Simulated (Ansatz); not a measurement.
System: sum formula ReO$_{2}$H$_{2}$, charge 0, multiplicity 4. The spin state was set by rule; other spins were not relaxed. 
Geometry from a B3LYP-D3(BJ)/def2-TZVP (Ansatz, an electronic-structure program) optimisation:
```xyz
5

Re     0.0246    -0.0045     0.0294
O      1.3628     0.1499    -1.2842
H      1.6081     0.9536    -1.7573
O     -1.5233    -0.2761     1.0641
H     -2.1674     0.3962     1.3148
```
Charge 0, spin multiplicity 4.

Quantity: atomisation energy (electronic, to ground-state atoms), in kcal/mol. Cores are frozen in the correlated levels unless marked. Open shells are spin-unrestricted. No spin-orbit coupling. The frozen core is the preceding noble-gas configuration, with the filled d and f shells of earlier blocks. Past Kr the def2 sets carry scalar-relativistic core potentials. The coupled-cluster limit lacks core correlation, which all-electron functionals hold. Basis-set limits of correlation are two-point, X^-3; Hartree-Fock from the larger set. The bracket is a focal-point correction in the basis named.

```csv
level,program,atomisation energy (kcal/mol)
SVWN5/def2-TZVPD,Ansatz,481.1
PBE/def2-TZVPD,Ansatz,411.2
revPBE/def2-TZVPD,Ansatz,391.7
r2SCAN/def2-TZVPD,Ansatz,?
PBE0-D3(BJ)/def2-TZVPD,Ansatz + dftd3,385.4
PBE0/def2-QZVPP,Ansatz,387.4
CAM-B3LYP-D3(BJ)/def2-TZVPD,Ansatz + dftd3,?
LC-wPBE-D3(BJ)/def2-TZVPD,Ansatz + dftd3,393.6
wB97X-V/def2-TZVPD,Ansatz,396.2
wB97X/def2-TZVPD,Ansatz,?
B2PLYP-D3(BJ)/def2-TZVPD,Ansatz + dftd3,387.6
B2PLYP/def2-TZVPD,Ansatz,386.0
"RI-MP2/CBS(def2-TZVPPD,def2-QZVPPD)+[CCSD(T)-MP2]/def2-TZVPPD",Ansatz,?
```

Problem. Complete the blanks.

Solution. 
- r2SCAN/def2-TZVPD, atomisation energy (kcal/mol): 393.4
- CAM-B3LYP-D3(BJ)/def2-TZVPD, atomisation energy (kcal/mol): 395.6
- wB97X/def2-TZVPD, atomisation energy (kcal/mol): 391.3
- RI-MP2/CBS(def2-TZVPPD,def2-QZVPPD)+[CCSD(T)-MP2]/def2-TZVPPD, atomisation energy (kcal/mol): 389.4
